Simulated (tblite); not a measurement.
Compound: C₃H₇ClO₃Si.
Atom-mapped SMILES: `[CH3:1][O:2][C@@H:3]1[CH2:4][O:5][Si@@H:6]([Cl:7])[O:8]1` (hydrogens: H9, H10, H11 on C1; H12 on C3; H13, H14 on C4; H15 on Si6)

The geometry is computed with GFN2-xTB (gas phase).

(1) What internal coordinates does the optimisation give?

Results:

(1) 
| bond | length (bohr) |
| --- | --- |
| C1–O2 | 2.676 |
| O2–C3 | 2.619 |
| C3–C4 | 2.922 |
| C4–O5 | 2.640 |
| O5–Si6 | 3.086 |
| Si6–Cl7 | 3.742 |
| Si6–O8 | 3.099 |
| C3–O8 | 2.634 |
| C1–H9, C1–H10, C1–H11 | 2.063 |
| C3–H12 | 2.085 |
| C4–H13 | 2.063 |
| C4–H14 | 2.064 |
| Si6–H15 | 2.738 |

Bonds in one row agree within 0.02 bohr and their mean is given. A selection of angles:
| angle | degrees |
| --- | --- |
| O2–C1–H9 | 110.9 |
| O2–C1–H10 | 106.1 |
| O2–C1–H11 | 110.5 |
| H9–C1–H10 | 110.2 |
| C1–O2–C3 | 114.0 |
| O2–C3–C4 | 107.1 |
| O2–C3–O8 | 111.8 |
| O2–C3–H12 | 110.5 |
| C4–C3–O8 | 108.0 |
| C4–C3–H12 | 112.5 |
| O8–C3–H12 | 106.9 |
| C3–C4–O5 | 108.5 |
| C3–C4–H13 | 108.3 |
| C3–C4–H14 | 111.5 |
| O5–C4–H13 | 109.5 |
| O5–C4–H14 | 108.9 |
| H13–C4–H14 | 110.1 |
| C4–O5–Si6 | 112.2 |
| O5–Si6–Cl7 | 112.9 |
| O5–Si6–O8 | 96.4 |
| O5–Si6–H15 | 111.5 |
| Cl7–Si6–O8 | 109.9 |
| Cl7–Si6–H15 | 112.9 |
| O8–Si6–H15 | 112.2 |
| C3–O8–Si6 | 111.0 |

Torsions: C1–O2–C3–C4 -176° (antiperiplanar); O2–C3–C4–O5 -108° (anticlinal); C3–C4–O5–Si6 0° (synperiplanar); C4–O5–Si6–Cl7 -125° (anticlinal); O5–Si6–O8–C3 19° (synperiplanar); O2–C3–O8–Si6 97° (anticlinal).

Si6 (chlorine-bound silicon) has angles from 96.4° to 112.9°. Of the pairs four or more bonds apart, O8···H9 is among the closest relative to their van der Waals radii: 2.55 Å, 94 % of the sum of Bondi's values. The C–O distances run from 1.386 Å (O2–C3, drawn single) to 1.416 Å (C1–O2, drawn single), a spread of 0.030 Å. The 5-membered ring C3–C4–O5–Si6–O8 has internal angles of 96.4° to 112.2° (sum 536°, against 540° for a flat polygon); it is puckered, 0.09 Å rms from its mean plane, widest ring torsion 21°.

Point group: C1 (no symmetry element, even within 0.4 Å). Its GFN2-xTB frequencies are all real (lowest 48 cm⁻¹). The numbers are those of one conformer.

Hardware: an Arm Neoverse N1 with one thread, on a shared host. Cost: 1.1 s wall. This is the geometry optimisation.
